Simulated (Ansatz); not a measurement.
Reaction (ligand exchange at the Si–Se bond): `NB[Se][SiH3]` + `[NH2][In]([OH])[SH]` → `[NH2][In]([SH])[O][SiH3]` + `NB[SeH]`

Computed with Ansatz on PBE0-D4/def2-TZVP structures; ΔE is electronic, products minus reactants. CCSD(T)/CBS adds triple-zeta CCSD(T) − MP2 to the extrapolated MP2 energy (def2 sets, frozen cores). Elements past krypton have def2 core potentials. For In, Se outer-core shells are correlated without core-valence functions, which leaves a few kJ/mol of doubt a bond. Scalar relativity is left out up to krypton. Each species was taken in one conformer, which may not be the lowest.

`NB[Se][SiH3]`:

```xyz
10

N    -1.016    1.056    0.742
B    -1.241   -0.298    0.942
Se   -0.228   -1.759    0.111
Si    1.362   -0.578   -1.001
H    -1.581    1.753    1.197
H    -0.327    1.442    0.119
H    -2.119   -0.653    1.669
H     2.371   -0.005   -0.071
H     0.752    0.548   -1.760
H     2.028   -1.505   -1.947
```

`[NH2][In]([OH])[SH]`:

```xyz
8

N     0.667    1.565    0.043
In   -0.145   -0.271    0.156
O    -0.350   -0.993    1.990
S    -1.036   -1.513   -1.666
H     1.162    1.787   -0.808
H     1.243    1.822    0.834
H    -0.824   -1.827    2.020
H    -0.716   -0.570   -2.568
```

`[NH2][In]([SH])[O][SiH3]`:

Cartesian coordinates in Å:
```
N 1.771 0.117 1.445
In 1.076 0.558 -0.386
S 2.070 1.725 -2.177
O -0.833 0.116 -0.708
Si -1.984 -0.682 0.114
H 2.768 -0.020 1.534
H 1.287 -0.640 1.908
H 0.928 1.672 -2.886
H -1.412 -1.403 1.295
H -2.641 -1.695 -0.758
H -3.029 0.251 0.620
```

`NB[SeH]`:

```xyz
7

N    -0.552   -0.127   -1.077
B     0.295    0.100    0.001
Se   -0.328   -0.215    1.828
H    -0.256    0.027   -2.025
H    -1.500   -0.455   -0.998
H     1.407    0.489   -0.182
H     0.936    0.181    2.453
```

```csv
species,CCSD/CBS(def2) energy (Eh)
`NB[Se][SiH3]`,-2772.94699
`[NH2][In]([OH])[SH]`,-719.90062
`[NH2][In]([SH])[O][SiH3]`,-1010.21715
`NB[SeH]`,-2482.65010
```

(1) Work out ΔE.

Largest T1 diagnostic among the species: 0.015.

Results:

(1) ΔE = (-1010.21715) + (-2482.65010) − (-2772.94699) − (-719.90062) = -0.01964 Eh = -51.6 kJ/mol. CCSD(T)/CBS gives -47.9 kJ/mol.

From PBE to PBE0 (25 % exact exchange), in def2-TZVPP and without D4, ΔE moves by −6.3 kJ/mol. The D4 term adds +3.2 kJ/mol with B3LYP and +1.5 kJ/mol with PBE0; it sums over pairs of atoms, weighted by their polarisabilities, and B3LYP, whose exchange is more repulsive, gets the larger term. In def2-TZVPP, CCSD(T) changes the Hartree–Fock value by +20.1 kJ/mol (the triples alone add +3.7 kJ/mol) and MP2 by +23.0 kJ/mol.

B3LYP here is the variant with VWN-RPA as its local correlation; programs differ in this.
